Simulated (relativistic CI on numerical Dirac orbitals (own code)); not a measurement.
Ni²⁺ in a cubic cluster: L2,3 absorption with charge transfer

Computed with a charge-transfer multiplet model of a cubic metal-ligand cluster with up to 2 ligand holes, Slater and spin-orbit integrals from Dirac-Coulomb-Breit ions, Slater integrals scaled by 0.9. The ground state mixes d8 with configurations of k ligand holes L, whose averages lie at kΔ + k(k − 1)U_dd/2; a core hole lowers each added d electron by U_cd. 20 K, Lorentzian 0.4 eV and Gaussian 0.3 eV FWHM.

Atomic integrals in eV (Slater integrals scaled, ζ unscaled), ground: F2dd 10.953, F4dd 6.797, zeta_d 0.080; with the core hole: F2dd 10.953, F4dd 6.797, zeta_d 0.103, zeta_core 11.413, F2cd 6.973, G1cd 5.258, G3cd 2.990.

Cluster parameters (eV): Δ = 5.1, U_dd = 7.3, U_cd = 9.4, 10Dq(ligand) = 0.9, V(eg) = 1.5, V(t2g) = -0.68, final-state hopping factor = 0.9.

| Case | n_d | d8 | d9L | d10L2 | S |
| --- | --- | --- | --- | --- | --- |
| 10Dq = 0.2 eV | 8.10 | 0.90 | 0.09 | 0.00 | 1.00 |
| 10Dq = 0.8 eV | 8.09 | 0.91 | 0.09 | 0.00 | 1.00 |
| 10Dq = 1.1 eV | 8.09 | 0.92 | 0.08 | 0.00 | 1.00 |
| 10Dq = 1.4 eV | 8.08 | 0.92 | 0.08 | 0.00 | 1.00 |
| 10Dq = 2 eV | 8.08 | 0.93 | 0.07 | 0.00 | 1.00 |

Weights, n_d and S are thermal averages at 20 K. Photon energies count from the first peak over 30 % of the highest in each spectrum, which can be another peak from case to case. The parameters are a model scan and need not match a compound or its usual spin state. Peaks in eV (height, largest 100):
- 10Dq = 0.2 eV: 0.0 (100), 2.1 (21), 4.7 (6), 4.9 (6), 17.3 (16), 18.6 (31)
- 10Dq = 0.8 eV: 0.0 (100), 2.0 (25), 2.9 (6), 17.2 (24), 18.5 (29)
- 10Dq = 1.1 eV: 0.0 (100), 2.0 (25), 17.2 (25), 18.4 (26)
- 10Dq = 1.4 eV: 0.0 (100), 2.1 (23), 17.3 (25), 18.5 (25)
- 10Dq = 2 eV: 0.0 (100), 2.0 (19), 17.3 (26), 18.5 (25)

Curve for 10Dq = 1.1 eV (points under 2 left out, the grid thinned):

(E (eV), Intensity): (-1.8, 2.1), (-1.6, 2.7), (-1.4, 3.5), (-1.1, 5.8), (-0.9, 8.9), (-0.7, 15.6), (-0.5, 32.4), (-0.3, 67.6), (-0.1, 99.2), (0.2, 72.2), (0.4, 37.2), (0.6, 18.7), (0.8, 12.5), (1.0, 11.7), (1.3, 10.2), (1.5, 10.5), (1.7, 16.0), (1.9, 24.1), (2.1, 22.3), (2.3, 12.2), (2.6, 5.0), (2.8, 4.1), (3.0, 4.7), (3.2, 4.6), (3.4, 3.2), (4.5, 2.3), (4.7, 3.5), (4.9, 4.1), (5.1, 3.9), (5.3, 2.6), (16.5, 3.2), (16.8, 8.8), (17.0, 18.7), (17.2, 25.2), (17.4, 17.4), (17.6, 9.2), (17.9, 7.4), (18.1, 12.4), (18.3, 23.0), (18.5, 25.5), (18.7, 16.6), (18.9, 9.6), (19.2, 4.0), (19.4, 2.6), (19.6, 2.0)

For the case 10Dq = 1.1 eV, Δ = 5.1 eV is smaller than U_dd = 7.3 eV, the charge-transfer side of the Zaanen-Sawatzky-Allen scheme. With the core hole the configuration with one ligand hole lies at Δ + U_dd − U_cd = 3.0 eV above the one without, against Δ in the ground state. The added d electron screens the hole, so the order of the configurations is kept and charge-transfer satellites are weaker than in photoemission.
